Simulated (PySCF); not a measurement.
A structure optimised at PBE-D3(BJ)/def2-SVP, used in a PySCF frequency run:

```
B
N 1 1.4145
H 2 1.0177 1 126.11
H 2 1.0194 3 115.14 1 176.96
N 1 1.4229 2 124.00 3 -1.88
H 5 1.0174 1 122.79 2 178.35
H 5 1.0187 6 113.15 1 177.32
C 1 1.6087 2 116.60 3 179.79
H 8 1.1169 1 110.19 2 -124.10
F 8 1.4179 9 106.26 1 -118.46
C 8 1.5239 9 109.14 10 -116.33
H 11 1.1091 8 110.45 9 178.10
H 11 1.1092 12 107.59 8 -120.87
H 11 1.1096 12 108.26 13 -116.76
```

**Question.** Write its SMILES and formula.

**Answer.** C[C@H](F)B(N)N, C₂H₈BFN₂

**Question.** What are its rotational constants (standard atomic weights)?

**Answer.** 4.4881, 2.8274, 1.9506 GHz
